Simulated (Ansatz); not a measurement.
`CC[Te]C`, 12 atoms. Charge 0, multiplicity 1. Correlated methods include outer-core shells of Te, which these sets cover unevenly. Te: def2 effective core potential. All runs use 4 threads of a server CPU on a shared host. Correlated methods freeze the cores.

(1) Give the basis size and wall time and peak host memory of each of these runs in Ansatz. RKS ωB97M-V/def2-QZVPP energy; RKS ωB97X-V/def2-TZVPP energy; RKS PBE0-D4/def2-TZVP frequencies; RKS BHLYP-D4/def2-TZVPP energy; RKS HSE06-D4/def2-TZVPP energy; RKS r2SCANh-D4/def2-TZVPP energy; RKS ωB97M-V/def2-SVP energy; RHF-MP2/def2-QZVPP energy; RKS PBE0-D4/def2-QZVPP energy; RKS PBE0-D4/def2-SVP energy; direct RPA on PBE orbitals/def2-TZVPP energy; RHF-CCSD(T)/def2-SVP energy. (Estimate.)

Answers

(1) The calculation gave: Other jobs shared the machine, so times are rough.

```json
{"level": "RKS PBE0-D4/def2-SVP", "job": "energy", "functions": "108", "wall time": "1.2 s", "peak host memory (GiB)": "0.26"}
{"level": "RKS ωB97M-V/def2-SVP", "job": "energy", "functions": "108", "wall time": "3.9 s", "peak host memory (GiB)": "0.35"}
{"level": "RKS HSE06-D4/def2-TZVPP", "job": "energy", "functions": "255", "wall time": "4.9 s", "peak host memory (GiB)": "0.66"}
{"level": "RKS BHLYP-D4/def2-TZVPP", "job": "energy", "functions": "255", "wall time": "6 s", "peak host memory (GiB)": "0.76"}
{"level": "RKS r2SCANh-D4/def2-TZVPP", "job": "energy", "functions": "255", "wall time": "6 s", "peak host memory (GiB)": "0.64"}
{"level": "direct RPA on PBE orbitals/def2-TZVPP", "job": "energy", "functions": "255", "wall time": "8.5 s", "peak host memory (GiB)": "0.69"}
{"level": "RHF-CCSD(T)/def2-SVP", "job": "energy", "functions": "108", "wall time": "9.5 s", "peak host memory (GiB)": "0.62"}
{"level": "RKS PBE0-D4/def2-QZVPP", "job": "energy", "functions": "493", "wall time": "9.5 s", "peak host memory (GiB)": "1.6"}
{"level": "RKS ωB97X-V/def2-TZVPP", "job": "energy", "functions": "255", "wall time": "10 s", "peak host memory (GiB)": "0.77"}
{"level": "RKS ωB97M-V/def2-QZVPP", "job": "energy", "functions": "493", "wall time": "18 s", "peak host memory (GiB)": "2"}
{"level": "RHF-MP2/def2-QZVPP", "job": "energy", "functions": "493", "wall time": "26 s", "peak host memory (GiB)": "3.2"}
{"level": "RKS PBE0-D4/def2-TZVP", "job": "frequencies", "functions": "191", "wall time": "3.4 min", "peak host memory (GiB)": "0.51"}
```

HSE06 is defined as in plane-wave codes.
